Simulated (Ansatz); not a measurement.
C2H6BrInO, singlet, geometry from GFN2-xTB (such geometries of metal compounds can be far from the true shape) (all electrons, no relativity), with bond 5-3 at 2.4 times its length; Ansatz (a quantum-chemistry and plane-wave program) with CASSCF(6,5)/STO-3G.

Ansatz was given this input:
Ansatz 0.2 input:
```yaml
crystal:
  periodic: [false, false, false]
  atoms:
    - {symbol: In, position_ang: [0.09519855, 0.44689183, -0.21122927]}
    - {symbol: Br, position_ang: [-0.10752944, -1.18015376, 1.63990017]}
    - {symbol: C, position_ang: [0.68992904, 2.60766565, -0.27661802]}
    - {symbol: H, position_ang: [1.59769681, 2.68712732, -0.86776161]}
    - {symbol: H, position_ang: [1.09511756, 3.40860932, 2.16476136]}
    - {symbol: H, position_ang: [-0.12012871, 3.16307500, -0.74032863]}
    - {symbol: O, position_ang: [-0.40926390, -0.56220099, -1.85482137]}
    - {symbol: C, position_ang: [-0.45085243, -0.09756595, -3.17597506]}
    - {symbol: H, position_ang: [0.22903582, -0.69694829, -3.79020404]}
    - {symbol: H, position_ang: [-1.46834115, -0.20704782, -3.56527484]}
    - {symbol: H, position_ang: [-0.15856749, 0.95709297, -3.26919619]}
basis:
  gaussian:
    orbitals: STO-3G
hamiltonian:
  xc: hf
magnetization: {spin_polarized: false}
correlation: {active_space: {window: {electrons: 6, orbitals: 5}}}
```

### Question
What does Ansatz print? Leave out banner, timings and long lists.

### Answer

```
Functional definition: HF
840 factors; integrals over basis functions are off by at most 7.3e-5 eV
mean field evaluation 1: about -228009.9074 eV, gradient 3.3e1 eV
mean field evaluation 2: about -228010.0389 eV, gradient 3.3e1 eV
mean field evaluation 4: about -228015.7509 eV, gradient 5.6e0 eV
mean field evaluation 8: about -228015.9054 eV, gradient 1.1e-1 eV
mean field -228015.90565410 eV, -8379.4299780561 hartree, gradient 1.4e-6 eV, S^2 0.000000; 0 other end points of the search recorded, 0 dependent functions left out
reference -228015.90565410 eV, -8379.4299780561 hartree; 55, 55 occupied and 11, 11 virtual orbitals, 840 factors
state -228021.24579149 eV, -8379.6262244857 hartree
Total energy: -228021.24579149 eV, -8379.6262244857 hartree
```
